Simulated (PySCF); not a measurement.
**Partial charges of `CO/C(=C/F)C(=O)O`**

C4H5FO3.
Z-matrix (Å and degrees, GFN2-xTB geometry), rows numbered from 1:
```
C 
O   1  1.4086
C   2  1.3528  1  118.27
C   3  1.3399  2  125.00  1     0.09
F   4  1.3338  3  122.40  2  -179.91
C   3  1.4955  2  113.02  1  -179.90
O   6  1.2005  3  125.32  2  -179.65
O   6  1.3345  3  111.53  2     0.37
H   1  1.0884  2  105.48  3   179.92
H   1  1.0942  2  111.34  3    61.13
H   1  1.0943  2  111.37  3   -61.26
H   4  1.0796  3  125.87  2     0.02
H   8  0.9704  6  109.79  3   179.92
```

Density: PBE0/pcSseg-1 (PySCF); schemes: Mulliken, IAO, Hirshfeld and ESP-fitted. The structure is a single GFN2-xTB conformer in the gas phase; no vibrational or solvent corrections.

Task: Give the atomic charges in each scheme.

Result: In e; atoms taken as equivalent share a row and are averaged (×n: the atom named and its like, n in all):

| atom | environment | Mulliken | IAO | Hirshfeld | ESP-fitted |
| --- | --- | --- | --- | --- | --- |
| C1 | methoxy carbon | -0.049 | -0.211 | -0.029 | -0.168 |
| O2 | ether oxygen | -0.457 | -0.309 | -0.105 | -0.226 |
| C3 | vinylic carbon bearing oxygen | -0.023 | +0.088 | +0.031 | +0.100 |
| C4 | vinylic C–F carbon | +0.280 | +0.092 | +0.023 | -0.129 |
| F5 | vinyl fluorine | -0.245 | -0.240 | -0.069 | -0.103 |
| C6 | carboxylic acid carbon | +0.516 | +0.519 | +0.195 | +0.690 |
| O7 | acid carbonyl oxygen | -0.389 | -0.452 | -0.272 | -0.527 |
| O8 | acid hydroxyl oxygen | -0.348 | -0.465 | -0.173 | -0.617 |
| H9/H10/H11 | methyl hydrogen | +0.122 | +0.148 | +0.051 | +0.113 |
| H12 | vinylic hydrogen | +0.105 | +0.159 | +0.056 | +0.189 |
| H13 | acid proton | +0.246 | +0.376 | +0.191 | +0.451 |

Mean size of the charges over all atoms: ESP-fitted 0.272 e, IAO 0.258 e, Mulliken 0.233 e, Hirshfeld 0.100 e. Each set sums to the total charge, 0, to within 0.001 e. The Mulliken scheme counts on each atom the diagonal of the density matrix times the overlap matrix over that atom's basis functions.

Some averages cover members that differ in this geometry: H9/H10/H11, ESP-fitted +0.097 to +0.145; H9/H10/H11, IAO +0.136 to +0.173; H9/H10/H11, Mulliken +0.112 to +0.141 e.

Lowest charge. The schemes don't all agree: Mulliken O2 (-0.457); IAO O8 (-0.465); Hirshfeld O7 (-0.272); ESP-fitted O8 (-0.617).

Highest charge. All schemes agree: Mulliken C6 (+0.516); IAO C6 (+0.519); Hirshfeld C6 (+0.195); ESP-fitted C6 (+0.690).

Task: Sum the charges by element, for elements with more than one atom.

Result: 
| element | atoms | Mulliken | IAO | Hirshfeld | ESP-fitted |
| --- | --- | --- | --- | --- | --- |
| C | 4 | +0.723 | +0.488 | +0.220 | +0.493 |
| O | 3 | -1.194 | -1.226 | -0.550 | -1.369 |
| H | 5 | +0.716 | +0.979 | +0.399 | +0.979 |

Task: How closely do the schemes follow one another over all atoms?

Result: Correlation coefficient and root-mean-square difference: IAO with Hirshfeld 0.96, 0.177 e; IAO with ESP-fitted 0.96, 0.105 e; Hirshfeld with ESP-fitted 0.95, 0.227 e; Mulliken with IAO 0.94, 0.102 e; Mulliken with Hirshfeld 0.90, 0.174 e; Mulliken with ESP-fitted 0.84, 0.184 e.

Task: How many electrons does the ESP-fitted scheme count on O7?

Result: Z − q = 8 − (-0.527) = 8.527.
